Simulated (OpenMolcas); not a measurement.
# Ir4+: moving or changing the point charges

Ir4+ among 4 point charges of -1 e arranged as a tetrahedron (Td), 2.12 Å from the ion.

```yaml
Program: OpenMolcas
Method: CASSCF
Basis: ANO-RCC-VDZP [7s6p4d2f]
Scalar_Hamiltonian: DKH2, point nucleus
Active_space: 5 electrons in 5 orbitals (5d)
State_averaging: 2S+1 = 6 even, 1 root; 2S+1 = 4 even, 24 roots; 2S+1 = 2 even, 75 roots
Spin-orbit_coupling: state interaction with AMFI integrals over the reference wave functions
```

Runs around this geometry, states (labels of Td). Energies in cm-1 above the lowest state or level, χT in cm3 K/mol; 10Dq and B are least-squares fits to the states below 45000 cm-1, weighted by degeneracy, with a free offset, and given where the rms deviation is under 5 % of |10Dq| (or 100 cm-1) and under 700 cm-1; 10Dq is negative for this site.

```json
{"R (Å)": "2.12", "q (e)": "-0.8", "Ground state": "6A1", "10Dq": "-1306", "B (rms of fit)": "910 (19)", "First gap with spin-orbit (degeneracies)": "13.0 (4, 2)", "χT at 300 K": "4.140", "First state of another spin": "4T1 27588"}
{"R (Å)": "1.94", "q (e)": "-1", "Ground state": "6A1", "10Dq": "-2328", "B (rms of fit)": "907 (27)", "First gap with spin-orbit (degeneracies)": "20.6 (4, 2)", "χT at 300 K": "4.137", "First state of another spin": "4T1 26978"}
{"R (Å)": "2.12", "q (e)": "-1", "Ground state": "6A1", "10Dq": "-1584", "B (rms of fit)": "909 (21)", "First gap with spin-orbit (degeneracies)": "15.3 (4, 2)", "χT at 300 K": "4.139", "First state of another spin": "4T1 27447"}
{"R (Å)": "2.31", "q (e)": "-1", "Ground state": "6A1", "10Dq": "-1089", "B (rms of fit)": "910 (17)", "First gap with spin-orbit (degeneracies)": "11.0 (4, 2)", "χT at 300 K": "4.140", "First state of another spin": "4T1 27683"}
```

Taking |10Dq| as R^-n, n = -ln(1089 / 2328) / ln(2.31 / 1.94) = 4.4 between the shortest and longest distance. The point-charge formula for a cubic d site gives n = 5.

Scaling the charges by -0.8 / -1 = 0.80 scales |10Dq| by 1306 / 1584 = 0.82; with fixed orbitals a first-order splitting would follow the charge.

Without dynamic correlation the repulsion within the d shell is too large (B by tens of per cent), so at a given field states of lower spin stand too high. Point charges give a weaker field than real ligands, and real ions of this kind are as a rule low spin; the high spin found here belongs to the model. This is an electrostatic model: the charges have no orbitals. No measured value stands beside these numbers.
